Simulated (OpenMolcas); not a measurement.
## O2+: effect of correlating more closed shells

```json
{"Program": "OpenMolcas", "Basis": "ANO-RCC-VTZP [4s3p2d1f]", "Scalar Hamiltonian": "DKH2, point nucleus", "Active space": "4 electrons in 4 orbitals (2s 2p)", "State averaging": "2S+1 = 3 even, 6 roots; 2S+1 = 1 even, 11 roots; 2S+1 = 5 odd, 1 root; 2S+1 = 3 odd, 9 roots; 2S+1 = 1 odd, 8 roots", "Spin-orbit coupling": "RASSI with atomic mean-field integrals over the reference wave functions, term energies averaged over their components"}
```

Methods on the same reference wave functions:
A. CASSCF
B. MS-CASPT2, IPEA 0.25 Eh, imaginary shift 0.1 Eh (closed shells correlated: none)
C. MS-CASPT2, IPEA 0.25 Eh, imaginary shift 0.1 Eh (closed shells correlated: 1s)

Energies in cm⁻¹ above 2s² 2p² ³P₀, the measured ground level; measured values from Moore, Selected Tables of Atomic Spectra, NSRDS-NBS 3, section 11.

```csv
Level,A,B,C,Measured
2s² 2p² ³P₀,0.0,0.0,0.0,0.0
2s² 2p² ³P₁,106,106,106,113
2s² 2p² ³P₂,312,313,313,
2s² 2p² ¹D₂,22550,20500,20530,20273
2s² 2p² ¹S₀,40399,42860,42940,43186
2s 2p³ ⁵S°₂,49125,57860,57820,60325
2s 2p³ ³D°₂,123087,118780,118650,
2s 2p³ ³D°₁,123088,118780,118650,
2s 2p³ ³D°₃,123089,118780,118650,
2s 2p³ ³P°₀,145230,142510,142400,
2s 2p³ ³P°₁,145230,142510,142400,
2s 2p³ ³P°₂,145231,142510,142400,
2s 2p³ ¹D°₂,202187,189550,189130,187054
2s 2p³ ³S°₁,209381,200170,199450,197088
2s 2p³ ¹P°₁,224126,212940,212550,210462
```

Deviations, from unrounded energies. A percentage is the sum of absolute deviations over the sum of measured energies, with the sign that they share, or ± where signs differ.

```
                        Against measurement  Levels     A     B     C
             mean absolute deviation (cm-1)       7  8200  1600  1400
      fine structure of the ground term (%)       1  -6.5  -6.3  -6.3
other terms of the ground configuration (%)       2  ±8.0  ±0.9  ±0.8
                   other configurations (%)       4  ±8.0  ±1.6  ±1.4
```

C lies closest to measurement on these levels and A furthest from it. The largest miss of C in the table is 2s 2p³ ⁵S°₂, by -2500 cm-1. The ranking rests on the paired levels alone, and a cruder setting can come out closer through cancelling errors.

Between B and C the level of the table that moves most is 2s 2p³ ³S°₁, by 720 cm-1 (lowest in C, highest in B). Moves below CASPT2's spread within the term are not significant.

The mean deviations of B to C differ by less than CASPT2's widest spread within a term (310 cm-1), so their order carries little weight.

From A to B the spin-free energies of the other terms of 2s² 2p² shown, above ³P, scale by factors of 0.91 to 1.06.

The lowest spin-free term lies below A's lowest term by 0.069 hartree in B, 0.073 hartree in C.

What an inner shell adds also hangs on whether the basis holds functions to correlate it.

CASPT2 breaks the degeneracy within a term, and the mean is taken; among the terms shown or strongly mixed into the levels shown the widest spread is 310 cm-1 (2s 2p³ ³D°, C). Computed and measured levels are paired by configuration, term and J; levels that our copy of the source lacks, or whose pairing is in doubt (as where it misses far off the trend of its configuration), stay unpaired and out of the deviations. Levels of configurations outside the active space are missing. The table leaves out levels that lie high or whose names do not pair safely across all columns.

° marks odd parity.
